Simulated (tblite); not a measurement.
C₅H₁₀S₂Si₂.
SMILES with atom numbers: `[CH:1]#[C:2][SiH2:3][S:4][C@@H:5]1[CH2:6][CH2:7][S:8][SiH2:9]1` (hydrogens: H10 on C1; H11, H12 on Si3; H13 on C5; H14, H15 on C6; H16, H17 on C7; H18, H19 on Si9)

A start from a force field or distance geometry was refined with GFN2-xTB geometry optimisation, gas phase (tblite 0.8.0). Values at the start:

```csv
coordinate,start
C1–H10,1.068 Å
C2–Si3,1.837 Å
Si3–H11,1.474 Å
Si3–H12,1.470 Å
S4–C5,1.814 Å
C5–C6,1.466 Å
C5–Si9,1.849 Å
C5–H13,1.117 Å
C6–C7,1.459 Å
C6–H14,1.111 Å
C6–H15,1.115 Å
C7–S8,1.797 Å
C7–H17,1.124 Å
S8–Si9,2.182 Å
Si9–H18,1.467 Å
Si9–H19,1.442 Å
C2–Si3–S4,109.0°
Si3–S4–C5,111.3°
S4–C5–Si9,107.9°
C5–C6–C7,115.7°
C5–Si9–S8,90.8°
C6–C5–Si9,110.4°
C6–C7–S8,113.8°
C7–S8–Si9,95.4°
Si3–S4–C5–C6,67°
C5–C6–C7–S8,19°
C6–C7–S8–Si9,6°
C7–S8–Si9–C5,-22°
```

Problem. How do these coordinates change at the GFN2-xTB level?

Solution. 
```json
{"coordinate": "C5–Si9", "GFN2-xTB (Å or °)": "1.911", "change": "+0.062"}
{"coordinate": "C6–C7", "GFN2-xTB (Å or °)": "1.518", "change": "+0.059"}
{"coordinate": "C5–C6", "GFN2-xTB (Å or °)": "1.522", "change": "+0.056"}
{"coordinate": "S8–Si9", "GFN2-xTB (Å or °)": "2.139", "change": "-0.043"}
{"coordinate": "C7–S8", "GFN2-xTB (Å or °)": "1.838", "change": "+0.041"}
{"coordinate": "C7–H17", "GFN2-xTB (Å or °)": "1.088", "change": "-0.036"}
{"coordinate": "C5–H13", "GFN2-xTB (Å or °)": "1.094", "change": "-0.023"}
{"coordinate": "C6–H15", "GFN2-xTB (Å or °)": "1.093", "change": "-0.022"}
{"coordinate": "Si3–H11", "GFN2-xTB (Å or °)": "1.453", "change": "-0.021"}
{"coordinate": "C6–H14", "GFN2-xTB (Å or °)": "1.093", "change": "-0.018"}
{"coordinate": "S4–C5", "GFN2-xTB (Å or °)": "1.831", "change": "+0.017"}
{"coordinate": "C1–H10", "GFN2-xTB (Å or °)": "1.052", "change": "-0.016"}
{"coordinate": "Si9–H19", "GFN2-xTB (Å or °)": "1.455", "change": "+0.013"}
{"coordinate": "C2–Si3", "GFN2-xTB (Å or °)": "1.850", "change": "+0.013"}
{"coordinate": "Si9–H18", "GFN2-xTB (Å or °)": "1.457", "change": "-0.010"}
{"coordinate": "Si3–H12", "GFN2-xTB (Å or °)": "1.460", "change": "-0.010"}
{"coordinate": "S4–C5–Si9", "GFN2-xTB (Å or °)": "114.9", "change": "+7.0"}
{"coordinate": "C5–C6–C7", "GFN2-xTB (Å or °)": "108.8", "change": "-6.9"}
{"coordinate": "Si3–S4–C5", "GFN2-xTB (Å or °)": "106.2", "change": "-5.1"}
{"coordinate": "C5–Si9–S8", "GFN2-xTB (Å or °)": "95.6", "change": "+4.8"}
{"coordinate": "C6–C7–S8", "GFN2-xTB (Å or °)": "110.0", "change": "-3.8"}
{"coordinate": "C6–C5–Si9", "GFN2-xTB (Å or °)": "108.2", "change": "-2.2"}
{"coordinate": "C7–S8–Si9", "GFN2-xTB (Å or °)": "94.3", "change": "-1.1"}
{"coordinate": "C2–Si3–S4", "GFN2-xTB (Å or °)": "109.9", "change": "+0.9"}
{"coordinate": "C6–C7–S8–Si9", "GFN2-xTB (Å or °)": "-32", "change": "-38"}
{"coordinate": "C5–C6–C7–S8", "GFN2-xTB (Å or °)": "53", "change": "+34"}
{"coordinate": "C7–S8–Si9–C5", "GFN2-xTB (Å or °)": "6", "change": "+28"}
{"coordinate": "Si3–S4–C5–C6", "GFN2-xTB (Å or °)": "51", "change": "-16"}
```

The energy falls by 65.6 kJ/mol over 160 L-BFGS steps, the largest force on an atom goes from 3.13 to 0.007 eV/Å, and the atoms move by 0.441 Å rms after alignment. The bond that changes most is C5–Si9 (sp3 carbon bound to sulfur to SiH2 silicon), which lengthens by 0.062 Å. Bonds longer at the end by more than 0.005 Å: 8 of 19; shorter: 10. Among the dihedrals that turn most is H16–C7–S8–Si9, from 136° to 89°. Rotational constants go from 1364, 555.1, 483.4 to 1329, 556.3, 469.2 MHz.

Time: 6.4 s wall. Hardware: one thread, AMD EPYC (x86_64), shared host with 64 logical CPUs at a one-minute load of 20.

Its GFN2-xTB frequencies are all real (lowest 34 cm⁻¹). The numbers are those of one conformer. 3 starts were optimised and ended at 0.00, 0.15 and 0.84 kcal/mol (GFN2-xTB); the lowest of these is shown.

The numbers are calculated, not measured.
